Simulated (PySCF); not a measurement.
# BI3: PBE0 against B3LYP

Base calculation in PySCF with density fitting and no spin–orbit coupling, PBE0/def2-TZVP (scalar-relativistic core potentials): singlet, D3h, B–I 2.112 Å (×3); wavenumbers 102 (×2), 196, 318, 718 (×2) cm⁻¹; gap between the highest occupied and lowest empty levels 4.87 eV, polar-tensor charge of B 1.03 e, atomisation energy (no zero-point energy) 967 kJ/mol.

What changes on going to B3LYP/def2-TZVP (scalar-relativistic core potentials)?

The point group stays the same. Changes: mean bond to B +0.017 Å, highest wavenumber -33 cm⁻¹, lowest wavenumber 0 cm⁻¹, gap between the highest occupied and lowest empty levels -0.37 eV, polar-tensor charge of B 0.00 e, atomisation energy (no zero-point energy) -69 kJ/mol. The new structure has B–I 2.129 Å (×3), with wavenumbers 102 (×2), 189, 317, 685 (×2) cm⁻¹.

The structures come from searches over a few start shapes, so lower isomers are not excluded.
